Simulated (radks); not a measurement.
Problem. Ti0.3+, configuration [Ar] 3d(up 1.7, down 0) 4s2 (fractional occupations, a model configuration). Method: scalar-relativistic Kohn-Sham, PBE, spin-polarised, spherical densities, finite nucleus; Fermi nuclear charge, rms radius 3.5921 fm; computed with a radial shooting solver on a logarithmic mesh with Libxc functionals. Some entries of the table are withheld. Estimate them.

orbital,occ.,eigenvalue (hartree),r(max) (bohr),<1/r> (bohr^-1)
1s down,1,-179.0490,0.04555,21.80
1s up,1,-179.0487,0.04555,21.80
2s up,1,-19.86913,0.2689,4.546
2s down,1,-19.85130,0.2688,4.549
2p up,3,-16.46073,0.2196,4.448
2p down,3,-16.44695,0.2195,4.451
3s up,1,-2.45108,(1),1.399
3s down,1,-2.39342,(2),1.399
3p up,3,(3),(4),1.269
3p down,3,(5),(6),1.267
3d up,1.7,-0.28955,0.9681,0.9060
4s up,1,-0.24545,2.792,0.3951
3d down,0,-0.23968,0.9720,0.8834
4s down,1,-0.22964,2.874,0.3813

Solution. 
(1) 3s up r(max) (bohr): 0.8687
(2) 3s down r(max) (bohr): 0.8686
(3) 3p up eigenvalue (hartree): -1.57508
(4) 3p up r(max) (bohr): 0.9005
(5) 3p down eigenvalue (hartree): -1.51808
(6) 3p down r(max) (bohr): 0.9003
